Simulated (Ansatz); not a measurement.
# Ligand exchange: SiH(NH2)3 + SiH3(CN) → SiH(NH2)2(SiH3) + CH2N2

Species: SiH(NH2)3, singlet; SiH3(CN) (silyl cyanide), singlet; SiH(NH2)2(SiH3), singlet; CH2N2 (cyanamide) `N#CN`, singlet. The partners trade NH2 for SiH3: Si–NH2 and C–SiH3 bonds give way to Si–SiH3 and C–NH2.

Shapes, held fixed at every level: PBE0-D4/def2-TZVP. Flexible molecules stand in one conformer, not always the lowest. Programs: Ansatz 0.2.0. The zero-point and thermal change to 298 K, harmonic and unscaled (PBE0-D4/def2-TZVP), is -0.3 kJ/mol.

**Question.** Estimate ΔH(298 K) of this reaction.

**Answer.** The highest level, CCSD(T)/CBS estimate, gives ΔH(298 K) = +166.9 kJ/mol; the levels span +117.1 to +174.4. The column of differences is taken from that level and isn't an error. No measured value is set beside it here. The CBS estimate extrapolates MP2 from def2-TZVPP and def2-QZVPP and adds CCSD(T) − MP2 in the triple-zeta set, cores frozen.

```csv
level,kind,ΔH(298 K) (kJ/mol),less CCSD(T)/CBS estimate
SPW92/def2-TZVPP,LDA,+117.1,-49.8
r2SCAN-D4/def2-TZVPP,meta-GGA,+143.6,-23.3
B3LYP-D4/def2-TZVPP,global hybrid,+147.0,-19.9
PBE0-D4/def2-TZVPP,global hybrid,+130.5,-36.4
MP2/def2-SVP,perturbation theory,+149.1,-17.8
MP2/def2-TZVPP,perturbation theory,+174.4,+7.5
CCSD/def2-TZVPP,coupled cluster or CI,+165.8,-1.1
CCSD(T)/CBS estimate,coupled cluster or CI,+166.9,0.0
```
